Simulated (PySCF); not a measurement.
Method: PBE0/[Se def2-SVP, Cl def2-SVP], no relativity, density fitting, PySCF.

```xyz
5
charge 0 multiplicity 1, angstrom
Se    0.0000    0.0000   -0.4086
Cl    0.0000    2.3282   -0.4809
Cl    0.0000   -2.3282   -0.4809
Cl    1.6883    0.0000    0.9489
Cl   -1.6883    0.0000    0.9489
```

SeCl4 (singlet), along the line from Se1 (at 0) through Cl2 (at 2.329 Å).

Q: Tabulate the fields along this line at -0.70, -0.47, -0.23, 0.12, 0.35, 0.58, 0.82, 1.05, 1.28, 1.51, 1.75, 1.98, 2.21, 2.56, 2.80, 3.03, 3.26, 3.49, 3.73 Å.

A: 
```json
{"distance (Å)": "-0.70", "electron density (e/Å³)": "1.28", "electron localisation function": "0.2", "electrostatic potential (V)": "45.2"}
{"distance (Å)": "-0.47", "electron density (e/Å³)": "8.08", "electron localisation function": "0.458", "electrostatic potential (V)": "117"}
{"distance (Å)": "-0.23", "electron density (e/Å³)": "90.1", "electron localisation function": "0.678", "electrostatic potential (V)": "550"}
{"distance (Å)": "0.12", "electron density (e/Å³)": "385", "electron localisation function": "0.508", "electrostatic potential (V)": "1960"}
{"distance (Å)": "0.35", "electron density (e/Å³)": "30", "electron localisation function": "0.747", "electrostatic potential (V)": "222"}
{"distance (Å)": "0.58", "electron density (e/Å³)": "2.57", "electron localisation function": "0.178", "electrostatic potential (V)": "70.2"}
{"distance (Å)": "0.82", "electron density (e/Å³)": "0.903", "electron localisation function": "0.393", "electrostatic potential (V)": "30"}
{"distance (Å)": "1.05", "electron density (e/Å³)": "0.611", "electron localisation function": "0.526", "electrostatic potential (V)": "15.1"}
{"distance (Å)": "1.28", "electron density (e/Å³)": "0.662", "electron localisation function": "0.633", "electrostatic potential (V)": "12"}
{"distance (Å)": "1.51", "electron density (e/Å³)": "1.11", "electron localisation function": "0.788", "electrostatic potential (V)": "20.8"}
{"distance (Å)": "1.75", "electron density (e/Å³)": "1.77", "electron localisation function": "0.39", "electrostatic potential (V)": "54.5"}
{"distance (Å)": "1.98", "electron density (e/Å³)": "7.25", "electron localisation function": "0.295", "electrostatic potential (V)": "166"}
{"distance (Å)": "2.21", "electron density (e/Å³)": "177", "electron localisation function": "0.505", "electrostatic potential (V)": "1110"}
{"distance (Å)": "2.56", "electron density (e/Å³)": "42.6", "electron localisation function": "0.852", "electrostatic potential (V)": "345"}
{"distance (Å)": "2.80", "electron density (e/Å³)": "2.36", "electron localisation function": "0.0971", "electrostatic potential (V)": "92"}
{"distance (Å)": "3.03", "electron density (e/Å³)": "1.29", "electron localisation function": "0.758", "electrostatic potential (V)": "31.1"}
{"distance (Å)": "3.26", "electron density (e/Å³)": "0.581", "electron localisation function": "0.808", "electrostatic potential (V)": "10.8"}
{"distance (Å)": "3.49", "electron density (e/Å³)": "0.227", "electron localisation function": "0.669", "electrostatic potential (V)": "3.61"}
{"distance (Å)": "3.73", "electron density (e/Å³)": "0.0913", "electron localisation function": "0.467", "electrostatic potential (V)": "1.02"}
```

On a grid of 0.12 Å the density has a local minimum along the bond near 1.16 Å from Se, at 0.59 e/Å³, where the ELF is 0.55.
